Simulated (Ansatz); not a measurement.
BH7SiSn, SMILES `[BH2][SnH2][SiH3]`. Charge 0, multiplicity 1. Correlated methods include outer-core shells of Sn, which these sets cover unevenly. Sn: def2 effective core potential.

Cartesian coordinates in Å:
```
B 1.624 1.451 -0.059
Sn 0.454 -0.269 -0.872
Si -1.479 -0.771 0.751
H 2.522 1.269 0.707
H 1.327 2.574 -0.334
H 1.383 -1.699 -1.021
H -0.233 0.053 -2.406
H -2.355 0.423 0.893
H -2.298 -1.906 0.249
H -0.944 -1.125 2.093
```

Give the diagnostics of a CCSD(T)/def2-TZVPP run (frozen core, Ansatz 0.2.0). (An estimate is asked.)

Computed: T1 = 0.0136, largest single amplitude 0.023, largest double 0.028, (T) share of the correlation energy 2.9 %, 10 CCSD cycles. The RHF solution is stable towards an unrestricted one. T1 lies under the customary mark of 0.02 for closed shells.
